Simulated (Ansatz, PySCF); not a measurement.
System: C4H5N, net charge 0, singlet state. 
Structure (B3LYP-D3(BJ)/def2-TZVP (Ansatz, a program for electronic structure) minimum search):
SMILES: C/C=C\C#N
```xyz
10

C     -1.8122    -0.0744     0.0629
C     -0.6993    -1.0628     0.0570
C      0.6056    -0.7788     0.0044
C      1.1118     0.5510    -0.0546
N      1.5346     1.6227    -0.1026
H     -1.4497     0.9516     0.0183
H     -2.4782    -0.2482    -0.7869
H     -2.4197    -0.1928     0.9645
H     -0.9762    -2.1110     0.0994
H      1.3467    -1.5680     0.0047
```

Total electronic energies in hartree. Valence correlation only, unless marked. Spin-orbit coupling is left out. No relativistic terms. CBS marks a two-point X^-3 extrapolation of the correlation energy; Hartree-Fock from the larger set. [CCSD(T)-MP2]/basis is that difference in the basis named.

The Hartree-Fock reference is unstable (checked in the largest basis), which strains HF and MP2. 

```
level                                                                 program  energy (Eh)
-------------------------------------------------------------  --------------  -----------
HF/cc-pVQZ                                                             Ansatz   -208.89445
revPBE-D3(BJ)/def2-TZVPD                                       Ansatz + dftd3   -210.19292
r2SCAN-D4/def2-TZVPD                                           Ansatz + dftd4   -210.10432
PBE0/def2-TZVP                                                         Ansatz   -209.97153
PBE0/def2-QZVPP                                                        Ansatz   -209.98435
TPSSh/def2-TZVPD                                                        PySCF   -210.24395
r2SCAN0/def2-TZVPD                                                     Ansatz   -210.07465
HSE06-D4/def2-TZVPD                                            Ansatz + dftd4   -209.96534
LC-wPBE-D3(BJ)/def2-TZVPD                                      Ansatz + dftd3   -210.08159
wB97X/def2-TZVPD                                                       Ansatz   -210.16927
B2GP-PLYP-D4/def2-TZVPD                                        Ansatz + dftd4   -210.00741
B2PLYP/def2-TZVPD                                                      Ansatz   -210.04960
PBE-QIDH/def2-TZVPD                                                    Ansatz   -209.93441
RPA@PBE/cc-pVQZ                                                        Ansatz   -210.27449
MP2/cc-pVDZ                                                            Ansatz   -209.50781
MP2/aug-cc-pVTZ                                                        Ansatz   -209.72577
RI-MP2/cc-pVQZ                                                         Ansatz   -209.77695
RI-MP2/CBS(aug-cc-pVTZ,aug-cc-pVQZ)                                    Ansatz    -209.8169
SCS-MP2/6-31G*                                                         Ansatz   -209.45598
CCSD/STO-3G                                                            Ansatz   -206.57961
CCSD/cc-pVDZ                                                           Ansatz   -209.54598
RI-MP2/CBS(aug-cc-pVTZ,aug-cc-pVQZ)+[CCSD(T)-MP2]/aug-cc-pVDZ          Ansatz    -209.8850
RI-MP2/CBS(aug-cc-pVTZ,aug-cc-pVQZ)+[CCSD(T)-MP2]/aug-cc-pVTZ          Ansatz    -209.8844
```

Totals of different functionals don't rank their quality; only differences between species are comparable.
